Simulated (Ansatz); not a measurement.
Mulliken charges of Cl3HOSn, SMILES `[OH][Sn]([Cl])([Cl])[Cl]` from B3LYP/def2-TZVPP in Ansatz (PBE0-D4/def2-TZVP geometry).

```
atom   x (Å)   y (Å)   z (Å)  charge (e)
  O1  -0.674   0.478   1.364      -0.484
 Sn2   0.252  -0.201  -0.190       1.217
 Cl3   1.931  -1.530   0.595      -0.302
 Cl4  -1.175  -1.411  -1.520      -0.310
 Cl5   1.105   1.526  -1.439      -0.311
  H6  -1.396   1.074   1.144       0.190
```

Question: By hand: the dipole of these point charges (1 e Å = 4.8032 D).

Answer: Σ q r = (-0.195, 0.153, 0.065) e Å, of length 0.256 e Å = 1.23 D.

Question: How does the dipole of the full density compare? (Estimate.)

Answer: Ansatz gave: (-0.220, 0.180, -0.014) e Å, 1.37 D; the point charges give 0.90 times that, at 18° from its direction.

Point charges leave out the atoms' own dipoles, such as those of lone pairs, and Mulliken's split depends on the basis, so the close match here is no proof of good charges.

B3LYP here is the variant with VWN-RPA as its local correlation; programs differ in this.
